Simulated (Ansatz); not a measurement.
One change: `[Na][Br]` becomes `[F][Na]`.

Ansatz, PBE0-D4/def2-TZVP geometries, multiplicity 1. 

Scalar relativity is left out up to krypton.

```
                                                                                  property  `[Na][Br]`
                                                        LUMO energy (PBE0/def2-TZVPP) / eV       -1.75
                                                       HOMO–LUMO gap (PBE/def2-TZVPP) / eV        2.77
ideal-gas entropy at 298 K and 1 bar (rigid rotor, harmonic PBE0-D4/def2-TZVP) / J/(mol·K)         241
                                                   HOMO–LUMO gap (ωB97M-V/def2-TZVPP) / eV        7.34
                                                     HOMO–LUMO gap (B3LYP/def2-TZVPP) / eV        3.95
                                                       LUMO energy (B3LYP/def2-TZVPP) / eV       -2.08
```

(1) Give the same properties after the change, and the shifts. (Estimate.)

Results:

(1) Ansatz gave: 
```json
{"property": "LUMO energy (PBE0/def2-TZVPP) / eV", "`[F][Na]`": "-1.45", "shift": "0.30"}
{"property": "HOMO–LUMO gap (PBE/def2-TZVPP) / eV", "`[F][Na]`": "2.91", "shift": "0.14"}
{"property": "ideal-gas entropy at 298 K and 1 bar (rigid rotor, harmonic PBE0-D4/def2-TZVP) / J/(mol·K)", "`[F][Na]`": "217", "shift": "-24"}
{"property": "HOMO–LUMO gap (ωB97M-V/def2-TZVPP) / eV", "`[F][Na]`": "8.36", "shift": "1.02"}
{"property": "HOMO–LUMO gap (B3LYP/def2-TZVPP) / eV", "`[F][Na]`": "4.68", "shift": "0.73"}
{"property": "LUMO energy (B3LYP/def2-TZVPP) / eV", "`[F][Na]`": "-1.79", "shift": "0.29"}
```

With PBE0 the HOMO falls by 0.41 eV and the LUMO rises by 0.30 eV, so the gap widens by about 0.71 eV. PBE moves the HOMO by 0.15 eV and ωB97M-V by -0.81 eV.

B3LYP here is the variant with VWN-RPA as its local correlation; programs differ in this.

Spin–orbit coupling is left out; it splits and shifts lone-pair levels of the heavy atoms by tenths of an eV.
